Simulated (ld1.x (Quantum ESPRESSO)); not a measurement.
Before and after: TM potential for gold (Au)

ld1.x (Quantum ESPRESSO) 7.5 input, shortened:

```
&input
   title='Au', zed=79., rel=1, dft='PBE', iswitch=3,
   config='[Xe] 4f14 5d10 6s0 6p0'
 /
 &inputp
   pseudotype=2, tm=.true., lloc=-2, rcloc=1.55,
   nlcc=.false.
 /
3
6S  1  0   0.00   0.00  2.25  2.25  0.0
6P  2  1   0.00   0.00  2.65  2.65  0.0
5D  3  2  10.00   0.00  2.05  2.05  0.0
 &test
   configts(1)='5d10 6s0 6p0'
 /
```

Change: local potential all-electron potential smoothed inside 2.96 bohr (lloc = -2).

Cutoffs: the cutoffs (Ry, on a coarse ladder) from which the occupation-weighted sum of valence levels, in a spherical-Bessel basis at the reference potential, stays within 10 and 1 mRy of its value at 400 Ry; they do not see the model core or the augmentation charge, which bear on the density cutoff. Errors are all-electron minus pseudo energies relative to the spin-unpolarised reference configuration.

Task: What does the change do?

Result: The potential gets harder (45 Ry and 60 Ry → 45 Ry and 70 Ry); the bound ghost in s disappears; of the 7 tests that both files solve, the error grows in 5 and shrinks in 2 by more than 15 % and 0.3 meV (median size 46.3 → 82.1 meV). In the separable form a ghost depends on how the local part lies against the semilocal potential of the channel, so the choice of the local part can create or remove one.

```csv
quantity,base,changed
"cutoff, loose",45 Ry,45 Ry
"cutoff, tight",60 Ry,70 Ry
bound ghosts,s,none
"error for 5d10 6s1 6p0, meV [ΔE -9.41 eV]",+8.8,+6.4
"error for 5d9 6s0 6p0, meV [ΔE 21.21 eV]",-15,-85
"error for 5d8 6s0 6p0, meV [ΔE 55.09 eV]",-92,-397
"error for 5d10 6s0.5 6p0, meV [ΔE -5.64 eV]",+4.1,+3.4
"error for 5d9 6s1 6p0, meV [ΔE 2.72 eV]",-46,-82
"error for 5d9 6s1 6p1, meV [ΔE -1.91 eV]",-61,-97
"error for 5d9 6s2 6p0, meV [ΔE -7.72 eV]",-55,-79
```

Base: These tests converged, but a pseudo level misses the all-electron one widely, so the file describes the atom poorly there or has found another state: 5d8 6s0 6p0: empty 6s by 3.8 eV (a node warning on the way). A true bound ghost makes a file unfit for plane-wave use even where its test errors are small: the radial tests pick states by their node count and pass the ghost by.
